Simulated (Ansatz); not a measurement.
Ideal-gas functions of CH$_{4}$BNSi (`B[SiH2]C#N`) at 800 K and 1 bar, from an Ansatz frequency run at PBE0-D4/def2-TZVP.

Molar mass 68.95 g/mol, point group Cs (symmetry number 1), electronic degeneracy 1, moments of inertia 33.01, 152.427, 179.523 u Å². Harmonic wavenumbers (cm⁻¹, unscaled): 97, 130, 247, 338, 391, 553, 632, 666, 722, 831, 902, 926, 1163, 2227, 2232, 2331, 2604, 2702.

Use S(trans) = R[1.5 ln M + 2.5 ln T − 1.1517]; rotational temperatures θ = 24.2544 K / I; S(rot) = R[ln(√π/σ · √(T³/θAθBθC)) + 1.5]; for each mode x = 1.438777 ν̃/T, S = R[x/(eˣ − 1) − ln(1 − e⁻ˣ)] and H = RT x/(eˣ − 1); 1 cm⁻¹ = 0.0119627 kJ/mol; R = 8.31446 J/(mol·K).

Question: By hand: the entropy, in J/(mol·K).

Answer: Translation 182.2. Rotation: θ = 0.7348, 0.1591, 0.1351 K, giving 117.8. Vibration, mode by mode: 22.84, 20.42, 15.13, 12.58, 11.41, 8.69, 7.68, 7.29, 6.70, 5.71, 5.15, 4.97, 3.55, 0.77, 0.77, 0.66, 0.44, 0.38, in all 135.1. Electronic 0.0. Sum 435.1 J/(mol·K).

Question: By hand: H − E and G − E in kJ/mol, counted from the electronic energy.

Answer: Zero-point energy ½ × 19694 × 0.0119627 = 117.8; thermal vibration 52.9; translation, rotation and pV give 4 RT = 26.6. H − E = 197.3 kJ/mol, and G − E = 197.3 − 800 × 435.1/1000 = -150.8 kJ/mol.

Vibration gives 31 % of the entropy, 43.3 J/(mol·K) of it from the modes under 150 cm⁻¹: soft modes count most, and the harmonic formula is weakest for them.
